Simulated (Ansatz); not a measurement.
Input file for Ansatz (an electronic-structure program): R-BLYP/def2-TZVPP on CH5OSb (SMILES C[O][SbH2]), a point of a torsion scan. Elements past Kr take the def2 small-core potentials; no spin–orbit coupling.

Ansatz 0.2 input:
```yaml
crystal:
  periodic: [false, false, false]
  atoms:
    - {symbol: C, position_ang: [1.15701814, 0.02939310, 0.03962809]}
    - {symbol: O, position_ang: [0.08053893, -0.48364548, -0.68692881]}
    - {symbol: Sb, position_ang: [-1.80172930, 0.02316324, -0.26836182]}
    - {symbol: H, position_ang: [1.15766759, 1.12267228, 0.07491859]}
    - {symbol: H, position_ang: [1.18388260, -0.35488810, 1.06364210]}
    - {symbol: H, position_ang: [2.06240338, -0.29809580, -0.47440183]}
    - {symbol: H, position_ang: [-2.22752359, -1.59307052, 0.05675617]}
    - {symbol: H, position_ang: [-2.16426156, -0.26640027, -1.89139650]}
basis:
  gaussian:
    orbitals: def2-TZVPP
hamiltonian:
  xc: {name: BLYP}
scf: {lower_state_search: off}
```

Problem. What total energy does the run end on?

Solution. -356.5269 hartree.
